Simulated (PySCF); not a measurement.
## Calculated data, CH₄AlOSi, AlH₃NOSi, AlH₃O₂Si, H₂O₂Si₂

Computed with PySCF 2.14.0. Calculation on a computer-drawn molecule: the log of a Hartree-Fock and frozen-core CCSD(T) single point meant for a local Hartree-Fock minimum, with one planted fault or none, to be diagnosed. Offsets are logged minus clean, where the clean run is the same molecule without the fault. The reference is restricted for singlets and unrestricted otherwise, and also for a bond in bohr or an excited solution. Adding or removing an electron swaps singlet and doublet. The excited solution moves the top pair (singlet) or top alpha electron (doublet) to the lowest empty orbital. Highest occupied and lowest empty are orbital energies over both spins, largest force is the largest gradient component, triples share is (T) over the correlation energy, the T1 limit is 0.02 restricted and 0.045 unrestricted, electrons count all cores, a negative frequency is imaginary (commonest isotopes), and the dipole is about the centre of nuclear charge.

Common to all runs: meant charge 0; meant basis cc-pV(D+d)Z; logged SCF converged yes; logged SCF stable within its kind yes; possible faults no fault, one electron removed, one electron added, multiplicity raised by two, geometry at a saddle point, SCF held on an excited solution, minimal basis STO-3G, one bond length entered in bohr, all coordinates scaled.

(1) CH₄AlOSi

Logged structure:
```xyz
8
CH4AlOSi
O     -2.9341    -1.1434    -1.0785
Si    -1.4480    -1.2539    -0.8916
C      0.1692    -3.3455     1.3458
Al     2.0887    -3.5778     1.6796
H     -0.4888    -0.4515    -1.6722
H     -0.5270    -3.9486     1.9336
H      3.1129    -2.7186     0.8437
H      2.5562    -4.6133     2.7706
```

| Property | Result |
| --- | --- |
| meant multiplicity | 2 |
| logged electrons | 45 |
| logged basis functions | 94 |
| logged spin squared | 1.696 |
| logged highest occupied | -9.9911 eV |
| logged lowest empty | 0.213 eV |
| logged largest force | 0.018665 hartree/bohr |
| logged T1 diagnostic | 0.029682 |
| logged D1 diagnostic | 0.10502 |
| logged triples share | 0.038567 |
| logged CC converged | yes |
| logged dipole magnitude | 4.2435 debye |
| logged energy HF | -645.73776 hartree |
| logged energy CCSD(T) | -646.23922 hartree |
| planted fault | one bond length entered in bohr, row 2 of the drawn bonds |
| HF energy offset from clean run | 85.68 kcal/mol |
| CCSD(T) energy offset from clean run | 91.18 kcal/mol |

Drawn bonds:
```tsv
atom	other atom	order
1	2	2
2	3	1
3	4	1
2	5	1
3	6	1
4	7	1
4	8	1
```

(2) AlH₃NOSi

Logged structure:
```xyz
7
AlH3NOSi
O     -1.7625    -2.3350     2.7501
Si    -1.0028    -1.2821     2.0043
N     -1.5564     0.2367     1.5419
Al    -0.7566     1.5986     0.6453
H      0.3874    -1.4229     1.5493
H     -2.5132     0.4005     1.8255
H     -1.6674     2.8784     0.4205
```

| Property | Result |
| --- | --- |
| meant multiplicity | 2 |
| logged electrons | 44 |
| logged basis functions | 89 |
| logged spin squared | 0 |
| logged highest occupied | -15.496 eV |
| logged lowest empty | -7.6882 eV |
| logged largest force | 0.058745 hartree/bohr |
| logged T1 diagnostic | 0.025814 |
| logged D1 diagnostic | 0.070882 |
| logged triples share | 0.032205 |
| logged CC converged | yes |
| logged dipole magnitude | 14.435 debye |
| logged energy HF | -661.64863 hartree |
| logged energy CCSD(T) | -662.18498 hartree |
| planted fault | one electron removed |
| HF energy offset from clean run | 192.5 kcal/mol |
| CCSD(T) energy offset from clean run | 190.4 kcal/mol |

Drawn bonds:
```tsv
atom	other atom	order
1	2	2
2	3	1
3	4	1
2	5	1
3	6	1
4	7	1
```

Notes: T1 above single-reference limit.

(3) AlH₃O₂Si

Logged structure:
```xyz
7
AlH3O2Si
O     -3.8088     1.0811     1.3648
Si    -2.8577     1.5930     0.3327
O     -1.2719     1.4326     0.3250
Al     0.3064     0.9897     0.8122
H     -3.2509     2.3406    -0.8614
H      1.0968     2.0133     1.6981
H      0.8601    -0.3807     0.2903
```

| Quantity | Value |
| --- | --- |
| meant multiplicity | 1 |
| logged electrons | 46 |
| logged basis functions | 89 |
| logged spin squared | 2.0287 |
| logged highest occupied | -5.4538 eV |
| logged lowest empty | 0.090727 eV |
| logged largest force | 0.16838 hartree/bohr |
| logged T1 diagnostic | 0.084487 |
| logged D1 diagnostic | 0.55177 |
| logged triples share | 0.020543 |
| logged CC converged | yes |
| logged dipole magnitude | 1.3574 debye |
| logged energy HF | -682.27559 hartree |
| logged energy CCSD(T) | -682.79006 hartree |
| planted fault | multiplicity raised by two |
| HF energy offset from clean run | 98.32 kcal/mol |
| CCSD(T) energy offset from clean run | 128.3 kcal/mol |

Drawn bonds:
```tsv
atom	other atom	order
1	2	2
2	3	1
3	4	1
2	5	1
4	6	1
4	7	1
```

Notes: T1 above single-reference limit.

(4) H₂O₂Si₂

Logged structure:
```xyz
6
H2O2Si2
O     -0.0647    -1.4981    -1.0241
Si     1.7197     0.1973     0.3981
Si     1.0742     2.1225     1.8245
O      2.6072     2.5450     2.2557
H      3.2054    -0.0157     0.3400
H      3.3979     2.1043     1.9746
```

| Property | Result |
| --- | --- |
| meant multiplicity | 1 |
| logged electrons | 46 |
| logged basis functions | 84 |
| logged spin squared | 2.1043 |
| logged highest occupied | -8.1477 eV |
| logged lowest empty | 0.30345 eV |
| logged largest force | 0.014306 hartree/bohr |
| logged CC converged | no |
| logged dipole magnitude | 0.98214 debye |
| logged energy HF | -728.59139 hartree |
| planted fault | one bond length entered in bohr, row 1 of the drawn bonds |
| HF energy offset from clean run | 95.51 kcal/mol |

Drawn bonds:
```tsv
atom	other atom	order
1	2	2
2	3	1
3	4	1
2	5	1
4	6	1
```

Notes: CCSD not converged.
